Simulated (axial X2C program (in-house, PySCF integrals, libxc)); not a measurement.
**Bond lengths and stretching modes, held linear, of FSnF⁺**

Computed with an in-house all-electron X2C program for linear molecules (integrals from PySCF): two-component X2C with atomic mean-field Coulomb and Gaunt terms, Gaussian nuclei, basis F dyall-av3z, Sn dyall-v3z with contracted cores. Spin-free rows use the one-electron spin-free X2C Hamiltonian.

Masses F 18.998, Sn 119.902, F 18.998 u. States: 2c Ω = 1/2 (beyond evenly filled blocks: ω = 1/2); spin-free M_S = 1/2, Λ = 0 (beyond evenly filled blocks: σα).

r2SCAN, 2c: energies above the lowest point

```json
{"r(F–Sn) (Å)": "1.8759", "r(Sn–F) (Å)": "1.8759", "E (meV)": "71.34"}
{"r(F–Sn) (Å)": "1.8759", "r(Sn–F) (Å)": "1.9240", "E (meV)": "33.48"}
{"r(F–Sn) (Å)": "1.8759", "r(Sn–F) (Å)": "1.9721", "E (meV)": "42.01"}
{"r(F–Sn) (Å)": "1.9240", "r(Sn–F) (Å)": "1.8759", "E (meV)": "33.48"}
{"r(F–Sn) (Å)": "1.9240", "r(Sn–F) (Å)": "1.9240", "E (meV)": "0.00"}
{"r(F–Sn) (Å)": "1.9240", "r(Sn–F) (Å)": "1.9721", "E (meV)": "12.92"}
{"r(F–Sn) (Å)": "1.9240", "r(Sn–F) (Å)": "2.0202", "E (meV)": "59.61"}
{"r(F–Sn) (Å)": "1.9721", "r(Sn–F) (Å)": "1.8759", "E (meV)": "42.01"}
{"r(F–Sn) (Å)": "1.9721", "r(Sn–F) (Å)": "1.9240", "E (meV)": "12.92"}
{"r(F–Sn) (Å)": "1.9721", "r(Sn–F) (Å)": "1.9721", "E (meV)": "30.26"}
{"r(F–Sn) (Å)": "2.0202", "r(Sn–F) (Å)": "1.9240", "E (meV)": "59.61"}
{"r(F–Sn) (Å)": "2.0202", "r(Sn–F) (Å)": "2.0202", "E (meV)": "137.08"}
```

Task: Fit a quadratic surface with cubic terms in each bond: where is the minimum, and what are the two stretching wavenumbers?

Result: At r2SCAN, 2c: bonds 1.932 and 1.932 Å; harmonic stretches 549.4 and 570.4 cm⁻¹; force constants 3.07, 3.07 and coupling 0.31 mdyn/Å.

The other levels and Hamiltonians give:

| Hamiltonian | level | r(F–Sn) (Å) | r(Sn–F) (Å) | lower stretch (cm⁻¹) | upper stretch (cm⁻¹) |
| --- | --- | --- | --- | --- | --- |
| 2c | PBE0 | 1.927 | 1.927 | 551.2 | 558.8 |
| spin-free | PBE0 | 1.927 | 1.927 | 551.4 | 559.3 |
| spin-free | r2SCAN | 1.931 | 1.931 | 549.5 | 570.7 |

Each state is one determinant, the lowest of a limited PBE0 search; the stretches come from a fit to these few points and carry an uncertainty of a few per cent. Other orders of the atoms were not compared. Left out for rough or failed fits: HF 2c, MP2 2c, HF spin-free, MP2 spin-free. The molecule was held linear; bending was not examined, so a bent shape may lie lower.
